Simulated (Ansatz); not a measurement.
CH8Al2Si (`C[SiH2][AlH][AlH2]`) at its PBE0-D4/def2-TZVP geometry, where that method's forces vanish. Charge 0, multiplicity 1.

```
atom   x (Å)   y (Å)   z (Å)
  C1  -1.155  -0.303   1.620
 Si2   0.593   0.368   1.401
 Al3   1.360   0.454  -0.942
 Al4  -0.098  -0.321  -2.934
  H5  -1.879   0.314   1.083
  H6  -1.440  -0.318   2.674
  H7  -1.230  -1.323   1.235
  H8   1.538  -0.473   2.199
  H9   0.663   1.739   1.995
 H10   2.833   1.024  -1.190
 H11  -0.083  -1.830  -3.457
 H12  -1.102   0.669  -3.685
```

Q: For each bond, give half the difference of the two atoms' forces along it (eV/Å; positive pushes the atoms apart) under PBE-D4, r2SCAN-D4, B3LYP-D4, ωB97M-V in def2-TZVPP. (Estimate.)

A: Ansatz gave: 
```
   bond  length (Å)  PBE-D4  r2SCAN-D4  B3LYP-D4  ωB97M-V
 C1–Si2       1.885    0.01       0.02      0.14     0.09
  C1–H5       1.093    0.11      -0.01     -0.04    -0.04
  C1–H6       1.092    0.11      -0.02     -0.05    -0.06
  C1–H7       1.093    0.10      -0.01     -0.04    -0.04
Si2–Al3       2.467   -0.06       0.01      0.04     0.02
 Si2–H8       1.496    0.09      -0.01     -0.09    -0.12
 Si2–H9       1.496    0.09      -0.02     -0.09    -0.12
Al3–Al4       2.588   -0.09       0.00      0.05     0.04
Al3–H10       1.599    0.10      -0.02     -0.09    -0.10
Al4–H11       1.597    0.09      -0.02     -0.06    -0.10
Al4–H12       1.597    0.09      -0.02     -0.06    -0.10
```

B3LYP here is the variant with VWN-RPA as its local correlation; programs differ in this.
